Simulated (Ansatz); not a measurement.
C$_{2}$H$_{8}$GeSi (`[SiH3][CH]1[CH2][GeH2]1`), relaxed with RKS PBE0-D4/def2-TZVP in Ansatz 0.2.0 from a PBE-D4/def2-SVP geometry. The force threshold is 0.005 eV/Å; the program also tests the step.

Charge 0, multiplicity 1.

Start:

```xyz
12

Si    0.176   -1.678   -0.498
C    -0.255   -0.194    0.558
C    -1.025    1.000   -0.035
Ge    0.831    1.452    0.385
H     1.249   -2.503    0.161
H    -1.016   -2.570   -0.757
H     0.680   -1.199   -1.836
H    -0.505   -0.435    1.608
H    -1.304    0.950   -1.102
H    -1.814    1.451    0.590
H     1.861    1.497   -0.751
H     1.121    2.230    1.677
```

```csv
step,energy (eV),largest force (eV/Å),largest move (Å)
1,-66586.9635,0.600,0.000
2,-66587.0029,0.196,0.026
3,-66587.0069,0.033,0.012
4,-66587.0071,0.017,0.007
5,-66587.0071,0.017,0.009
6,-66587.0071,0.003,0.002
```

End:

```xyz
12

Si    0.172   -1.658   -0.491
C    -0.244   -0.197    0.561
C    -1.013    0.987   -0.038
Ge    0.823    1.431    0.383
H     1.228   -2.485    0.151
H    -1.012   -2.528   -0.750
H     0.669   -1.174   -1.810
H    -0.501   -0.430    1.593
H    -1.284    0.920   -1.087
H    -1.794    1.424    0.574
H     1.847    1.491   -0.741
H     1.110    2.220    1.653
```

Hardware: 4 threads of an Arm Neoverse V1 on a shared host. Wall time 28 s, peak host memory 0.58 GiB.
